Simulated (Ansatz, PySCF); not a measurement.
Si(F)(Me)(SH)2 (CH5FS2Si), SMILES F[Si](S)(C)S. Atoms are numbered in the order given.

```xyz
10

C      1.7762    -1.0960     0.2679
Si     0.2292    -0.0780     0.3174
F     -0.0590     0.3570     1.8566
S      0.5456     1.6328    -0.9143
S     -1.5595    -1.1212    -0.2186
H      1.6761    -1.9571     0.9455
H      1.9667    -1.4732    -0.7479
H      2.6431    -0.4966     0.5866
H     -0.7352     2.0543    -0.8284
H     -1.2312    -1.1683    -1.5284
```
Charge 0, spin multiplicity 1.

Coordinates come from a PBE0-D3(BJ)/def2-SVP optimisation. The structure was generated by enumeration, and PubChem lists no compound with its InChIKey, so it may never have been made. The values are those of a single conformer.

Two levels are set side by side: PBE-D3(BJ)/def2-SVP (Ansatz, a first-principles code) and PBE0-D3(BJ)/def2-SVP (Ansatz). Each level has its own optimised geometry; the coordinates shown are those of the second. Frequencies come from the Hessian of PySCF at each geometry. Differences are taken from unrounded values.

```csv
quantity,PBE0-D3(BJ)
mean bond length (Å),1.528
bond C1–Si2 (Å),1.853
bond Si2–F3 (Å),1.625
bond Si2–S4 (Å),2.132
bond Si2–S5 (Å),2.139
bond C1–H6 (Å),1.100
bond C1–H7 (Å),1.100
bond C1–H8 (Å),1.101
bond S4–H9 (Å),1.351
bond S5–H10 (Å),1.351
highest harmonic wavenumber (cm⁻¹),3179
mean harmonic wavenumber (cm⁻¹),1095
zero-point energy (kcal/mol),37.57
```

**Question.** What does PBE-D3(BJ) give, and how far is it from PBE0-D3(BJ)? (An estimate is asked for; the answer gives what the named calculation found.)

**Answer.** 
```
quantity                            PBE-D3(BJ)  PBE-D3(BJ) minus PBE0-D3(BJ)
----------------------------------  ----------  ----------------------------
mean bond length (Å)                     1.540                         0.012
bond C1–Si2 (Å)                          1.866                         0.013
bond Si2–F3 (Å)                          1.641                         0.016
bond Si2–S4 (Å)                          2.149                         0.017
bond Si2–S5 (Å)                          2.156                         0.017
bond C1–H6 (Å)                           1.108                         0.008
bond C1–H7 (Å)                           1.108                         0.008
bond C1–H8 (Å)                           1.109                         0.008
bond S4–H9 (Å)                           1.363                         0.012
bond S5–H10 (Å)                          1.363                         0.012
highest harmonic wavenumber (cm⁻¹)        3092                           -87
mean harmonic wavenumber (cm⁻¹)           1059                           -36
zero-point energy (kcal/mol)             36.33                         -1.24
```

Exact exchange shortens and stiffens bonds; PBE has none. Differences between two approximate levels are no errors against the true value.
